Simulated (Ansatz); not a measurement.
SiCl2FI, SMILES Cl[Si](I)(Cl)F.

Coordinates come from a PBE0-D3(BJ)/def2-SVP optimisation. The structure was generated by enumeration, and PubChem lists no compound with its InChIKey, so it may never have been made. The def2 effective core potentials stand for the cores of I; spin–orbit coupling is left out.

Two levels are set side by side: PBE/def2-SVPD (Ansatz, an electronic-structure program) and CAM-B3LYP/def2-SVPD (Ansatz). Energy differences of separate SCF runs at the same geometry; the states with an electron removed or added have multiplicity 2 and 2. Differences are taken from unrounded values.

```tsv
quantity	PBE
vertical ionisation energy (eV)	10.20
vertical singlet–triplet gap (eV)	4.88
```

Q: These are the PBE values. What does CAM-B3LYP give? (Estimate from the structure and the level; the computed values follow.)

A: 
| quantity | CAM-B3LYP | PBE minus CAM-B3LYP |
|---|---|---|
| vertical ionisation energy (eV) | 10.67 | -0.47 |
| vertical singlet–triplet gap (eV) | 5.24 | -0.36 |
